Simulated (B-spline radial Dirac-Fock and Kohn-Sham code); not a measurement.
**Dipole and non-dipole photoemission parameters of Kr 3p3/2**

System: neutral krypton, configuration [Ar] 3d10 4s2 4p6; threshold 214.4 eV (tabulated edge). Calculated with a radial atomic solver, using Dirac-Hartree-Slater photoionisation with a Latter tail; cross sections with all multipoles, angular parameters from the dipole term and its interference with E2.

The run's input, task.json:

```json
{"items": [{
  "Z": 36,
  "q": 0,
  "cfg": [[1, 0, 2], [2, 0, 2], [2, 1, 6], [3, 0, 2], [3, 1, 6], [3, 2, 10], [4, 0, 2], [4, 1, 6]],
  "A": 84,
  "rrms": 4.1884,
  "do": "xps",
  "hv": [74.5, 80, 83.4, 90.7, 100, 111.0, 127.0, 132.0, 200, 272.0, 406.0, 451.0, 472.0, 506.0, 706.0, 707.0, 846.0, 1000, 1390.0, 1550.0, 2360.0, 2984.4, 3120.0, 3680.0, 4580.0, 6000, 6980.0, 8047.8, 11700.0, 12000],
  "edges": {"K": 14326.0, "L1": 1921.0, "L2": 1730.9, "L3": 1678.4, "M1": 292.8, "M2": 222.2, "M3": 214.4, "M4": 95.0, "M5": 93.8}
}]}
```

Run with: `python xray2_run.py task.json out`

For linearly polarised light dσ/dΩ = σ/(4π) [1 + β P₂(cos θ) + (δ + γ cos²θ) sin θ cos φ], with θ from the polarisation vector and φ the angle between the beam and the projection of the electron momentum on the plane normal to the polarisation.

```
hν (eV)  σ (kb)      β       γ      δ
    272     475  0.253  -0.036  0.088
    406     417  1.231   0.194  0.020
    451     377  1.341   0.151  0.011
    472     359  1.379   0.129  0.008
    506     332  1.428   0.096  0.006
    706     208  1.575  -0.013  0.001
    707     207  1.575  -0.014  0.001
    846     153  1.611  -0.026  0.002
   1000     113  1.627  -0.007  0.003
   1390    58.1  1.623   0.099  0.007
   1550    45.9  1.613   0.151  0.008
   2360    17.2  1.543   0.410  0.017
 2984.4       ?      ?       ?      ?
   3120    8.49  1.472   0.618  0.027
   3680    5.48  1.422   0.749  0.036
   4580    3.01  1.347   0.926  0.050
   6000    1.39  1.243   1.142  0.074
   6980   0.887  1.179   1.261  0.090
 8047.8   0.577  1.117   1.369  0.109
  11700   0.179  0.942   1.636  0.171
  12000   0.165  0.930   1.652  0.176
```

Q: Give the values at Ag Lα (2984.4 eV).

A: σ = 9.53 kb, β = 1.484, γ = 0.584, δ = 0.025.
